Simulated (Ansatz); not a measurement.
```yaml
crystal:
  periodic: [false, false, false]
  atoms:
    - {symbol: C, position_ang: [-1.154344, 0.745966, -0.466469]}
    - {symbol: Al, position_ang: [0.380724, -0.183073, 0.051186]}
    - {symbol: N, position_ang: [0.421444, -1.113154, 1.468357]}
    - {symbol: Se, position_ang: [2.282025, -0.159367, -1.128033]}
    - {symbol: H, position_ang: [-1.022246, 1.263632, -1.368514]}
    - {symbol: H, position_ang: [-1.431740, 1.445724, 0.266169]}
    - {symbol: H, position_ang: [-1.964686, 0.089135, -0.589807]}
    - {symbol: H, position_ang: [-0.324162, -1.216553, 2.074932]}
    - {symbol: H, position_ang: [1.183358, -1.613740, 1.789112]}
    - {symbol: H, position_ang: [1.709499, 0.692278, -2.094244]}
basis:
  gaussian: {orbitals: def2-TZVPP}
hamiltonian: {xc: {name: wPBEh}}
output: {forces: true}
```

```sh
$ ansatz run in.yaml --threads 4 --pin off --events-out ev --progress --plain --max-ram 10444MiB
```

Output, abridged:

```
Functional definition: wPBEh
1401 factors; their error is unknown
114 factors; integrals over basis functions are off by at most 7.0e-7 eV
mean field evaluation 1: about -74546.1966 eV, gradient 8.6e1 eV
mean field evaluation 2: about -74525.9765 eV, gradient 1.2e2 eV
mean field evaluation 4: about -74560.7294 eV, gradient 9.3e0 eV
mean field evaluation 8: about -74560.9114 eV, gradient 1.7e-1 eV
mean field evaluation 16: about -74561.3363 eV, gradient 3.6e-4 eV
mean field -74561.33630212 eV, -2740.0785696139 hartree, gradient 5.7e-5 eV, S^2 0.000000; 0 other end points of the search recorded, 0 dependent functions left out
reference -74561.33634443 eV, -2740.0785711688 hartree; 33, 33 occupied and 203, 203 virtual orbitals, 1401 factors
Total energy: -74561.33634443 eV, -2740.0785711688 hartree
Atom 0 at    -1.154344     0.745966    -0.466469 Å, force     0.302742    -0.154225     0.058112 eV/Å
Atom 1 at     0.380724    -0.183073     0.051186 Å, force     0.021481     0.429157    -0.679786 eV/Å
Atom 2 at     0.421444    -1.113154     1.468357 Å, force     0.003368     0.120003    -0.189717 eV/Å
Atom 3 at     2.282025    -0.159367    -1.128033 Å, force     1.731095    -0.850217     0.269455 eV/Å
Atom 4 at    -1.022246     1.263632    -1.368514 Å, force     0.169408     0.817196    -1.401314 eV/Å
Atom 5 at    -1.431740     1.445724     0.266169 Å, force    -0.448371     1.086083     1.118354 eV/Å
Atom 6 at    -1.964686     0.089135    -0.589807 Å, force    -1.266046    -0.995499    -0.195321 eV/Å
Atom 7 at    -0.324162    -1.216553     2.074932 Å, force    -1.587576    -0.248110     1.334285 eV/Å
Atom 8 at     1.183358    -1.613740     1.789112 Å, force     1.623996    -1.096341     0.729069 eV/Å
Atom 9 at     1.709499     0.692278    -2.094244 Å, force    -0.550098     0.891954    -1.043139 eV/Å
Dipole moment:    -0.316212    -0.007767     0.203118 e Å
```

It took 3.1 s on 4 threads of an Intel Xeon 6975P-C on a shared host, with 0.73 GiB of host memory at the peak.
